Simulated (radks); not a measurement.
Results of a calculation; reference values are marked as such.
Ionisation of neutral magnesium, [Ne] 3s2, to [Ne] 3s1 as the strength of local exchange is varied. Code: a radial shooting solver on a logarithmic mesh with Libxc functionals. Model: non-relativistic Kohn-Sham, Slater X-alpha exchange (alpha = 2/3 is LDA exchange), no correlation, spin-polarised, spherical densities, point nucleus.

| alpha | E(Mg) (hartree) | exchange (hartree) | IE (eV) | -e of the level emptied (eV) | <r> of it (bohr) |
|---|---|---|---|---|---|
| 0.667 | -198.25606 | -14.54279 | 6.487 | 3.869 (3s) | 3.219 |
| 0.725 | -199.52404 | -15.89211 | 6.789 | 4.196 (3s) | 3.158 |
| 0.734 | -199.72140 | -16.10269 | 6.837 | 4.248 (3s) | 3.149 |
| 0.83 | -201.83675 | -18.36914 | 7.354 | 4.816 (3s) | 3.055 |
| 0.907 | -203.54684 | -20.21367 | 7.782 | 5.292 (3s) | 2.984 |
| 0.926 | -203.97064 | -20.67246 | 7.890 | 5.412 (3s) | 2.968 |
| 1.015 | -205.96547 | -22.84074 | 8.403 | 5.990 (3s) | 2.892 |

NIST Atomic Spectra Database: 7.646 eV (measured). The Delta-SCF value meets it near alpha = 0.88.
